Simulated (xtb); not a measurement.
C2H4FNOSi, SMILES [Si@H]1(O)[C@H](N=C1)F. All values are semi-empirical tight-binding results from xtb (GFN2-xTB unless named), good for trends rather than for accurate numbers. Geometry optimised at GFN2-xTB. The structure was generated by enumeration; whether it is a known compound was not checked. The values are those of a single conformer.

The orbital gap is 2.67 eV. The dipole moment is 3.24 D, the zero-point energy comes out as 37.9 kcal/mol and the G − E(el) at 298.15 K (modified RRHO) comes out as 18.6 kcal/mol. The static polarisability (D4 model) comes out as 61.3 bohr³ and the solvation energy, GFN2-xTB/ALPB(water) comes out as -8.7 kcal/mol. The solvation energy, GFN2-xTB/ALPB(acetonitrile) comes out as -7.5 kcal/mol.
